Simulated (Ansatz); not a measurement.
```yaml
crystal:
  periodic: [false, false, false]
  atoms:
    - {symbol: Ag, position_ang: [-0.008425, 0.025482, -1.577326]}
    - {symbol: P, position_ang: [-0.274874, 0.011963, 0.689319]}
    - {symbol: H, position_ang: [-1.232092, -0.325993, 1.461395]}
    - {symbol: H, position_ang: [0.612717, 0.746111, 1.365294]}
    - {symbol: H, position_ang: [0.799061, -0.825944, 1.364791]}
    - {symbol: Cl, position_ang: [-0.070136, -0.095628, -3.709286]}
basis:
  gaussian: {orbitals: def2-SVPD, final_grid: {core_spheres: 5, valence_spheres: 4, degree: 11}, point_charges: [{charge: 2.00, position_ang: [4.806, -0.315, -0.456]}]}
hamiltonian: {xc: {name: PBE0}}
scf: {omitted_lower_state_checks: [starts]}
output: {forces: true}
```

```sh
$ ansatz run in.yaml --threads 4 --pin off --events-out ev --progress --plain --max-ram 3916MiB
```

It prints (some lines left out):

```
Functional definition: PBE0
  name "PBE0"
  cite "Adamo & Barone, J. Chem. Phys. 110, 6158 (1999) doi:10.1063/1.478522"
  cite "Perdew, Burke & Ernzerhof, Phys. Rev. Lett. 77, 3865 (1996) doi:10.1103/PhysRevLett.77.3865"
  parent pbe
  parameter a = 0.25
  parameter kappa = 0.804
  parameter beta = 0.06672455060314922
  exchange = (1 - a)*pbe_x(kappa = kappa, mu = beta*pi^2/3) + a*exact_x
  correlation = pbe_c(beta = beta)
these checks for a lower state are left out or cut short: starts
1032 factors; integrals over basis functions are off by at most 1.7e-3 eV
mean field evaluation 1: about -25842.9733 eV, gradient 2.7e1 eV
mean field evaluation 2: about -25838.5052 eV, gradient 5.5e1 eV
mean field evaluation 4: about -25844.9870 eV, gradient 2.0e0 eV
mean field evaluation 8: about -25845.0652 eV, gradient 1.1e-1 eV
mean field evaluation 16: about -25845.0653 eV, gradient 3.7e-5 eV
mean field -25845.06526206 eV, -949.7886299663 hartree, gradient 2.0e-5 eV, S^2 0.000000; 0 other end points of the search recorded, 0 dependent functions left out
the calculation of the forces begins
reference -25845.06529288 eV, -949.7886310988 hartree; 27, 27 occupied and 82, 82 virtual orbitals, 1032 factors
Total energy: -25845.06529288 eV, -949.7886310988 hartree
Atom 0 at    -0.008425     0.025482    -1.577326 Å, force    -0.366349     0.089157     1.979567 eV/Å
Atom 1 at    -0.274874     0.011963     0.689319 Å, force     4.513409    -1.213900    -2.558767 eV/Å
Atom 2 at    -1.232092    -0.325993     1.461395 Å, force    -3.239808    -0.815537     2.874783 eV/Å
Atom 3 at     0.612717     0.746111     1.365294 Å, force     0.235408     2.808673     1.437721 eV/Å
Atom 4 at     0.799061    -0.825944     1.364791 Å, force    -1.367819    -0.690208    -1.019774 eV/Å
Atom 5 at    -0.070136    -0.095628    -3.709286 Å, force     0.390625    -0.157951    -2.433489 eV/Å
Dipole moment:    -0.673756     0.097890     1.479015 e Å
Checks for a lower state left out: starts
```

Hardware: 4 threads of Arm Neoverse V2 on a shared host. Wall time 0.8 s.

In the def2 sets Ag takes a core potential; there is no spin–orbit coupling.
